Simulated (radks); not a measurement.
Spherical quantum dot in the effective-mass picture: electrons in a hard-walled sphere of radius 5.65, all in effective atomic units (hartree* = m*/eps^2 hartree, bohr* = eps/m* bohr), one dielectric constant everywhere. Calculated with a radial shooting solver with Libxc functionals: non-relativistic Kohn-Sham, LDA (Slater exchange, Perdew-Wang correlation), spin-polarised, spherical densities. Levels are named by radial order and angular momentum (1s, 1p, 1d, 2s, ...), and open shells are averaged over m. Results are scaled to m* = 0.235 and eps = 9.2, for which hartree* = 75.55 meV and bohr* = 2.072 nm.

N = 26, configuration 1s2 1p6 1d10 1f(up 7, down 1). This is the lowest configuration that the search found. Occupied and some empty levels:

level,occupation,eigenvalue (meV),<r> (nm)
1s up,1,434.59,8.469
1s down,1,437.52,8.426
1p up,3,439.69,8.619
1p down,3,442.71,8.593
1d up,5,449.17,8.780
1d down,5,452.26,8.765
1f up,7,462.58,8.932
1f down,1,465.73,8.923
1g up,0,479.65,9.070
1g down,0,482.84,9.065
2s up,0,486.12,5.254
2s down,0,487.05,5.226
2p up,0,504.44,6.158
2p down,0,505.76,6.134
2d up,0,527.17,6.727
2d down,0,528.79,6.706

Energy (meV): total 6300.60, kinetic 1305.9, external 0, Hartree 5621.2, exchange-correlation -626.53.

Electron density:

r (nm),n(r) (e/nm^3)
0.645,0.00005065
1.23,0.00006449
1.81,0.00009178
2.39,0.0001406
2.97,0.0002247
3.55,0.0003655
4.14,0.0005938
4.72,0.0009497
5.30,0.001486
5.88,0.002252
6.46,0.003275
7.04,0.004539
7.62,0.005912
8.20,0.007107
8.79,0.007696
9.37,0.007220
9.95,0.005518
10.5,0.003037
11.1,0.0008522
11.7,2.063e-06
